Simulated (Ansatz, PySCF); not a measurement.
This Ansatz (a quantum-chemistry and plane-wave program) input computes a BLYP/def2-TZVPD energy:

Ansatz 0.2 input:
```yaml
crystal:
  periodic: [false, false, false]
  atoms:
    - {symbol: Li, position_ang: [-0.00000000, -0.00000000, -2.26434073]}
    - {symbol: I, position_ang: [0.00000000, 0.00000000, 0.12817023]}
basis:
  gaussian:
    orbitals: def2-TZVPD
hamiltonian:
  xc: {name: BLYP}
output: {forces: true}
```

**Question.** Write an input for the same energy in PySCF and say what it gives.

**Answer.** 
```python
from pyscf import gto, scf, dft

mol = gto.M(
    atom='''
    Li   -0.00000000   -0.00000000   -2.26434073
    I     0.00000000    0.00000000    0.12817023
    ''',
    basis='def2-tzvpd',
    ecp='def2-tzvp',
    charge=0,
    spin=0,
    verbose=4,
)

mf = dft.RKS(mol, xc='blyp').density_fit(auxbasis='def2-universal-jkfit')
mf.grids.level = 3
mf.conv_tol = 1e-9
mf.max_cycle = 100
mf.max_memory = 1500
mf.kernel()
if not mf.converged:
    mf = mf.newton()
    mf.kernel(mf.make_rdm1())
mf.analyze()
```
It gives -305.24294 Eh, and Ansatz -305.24291 Eh, a difference of 0.03 mEh, from the treatment of integrals and grids.
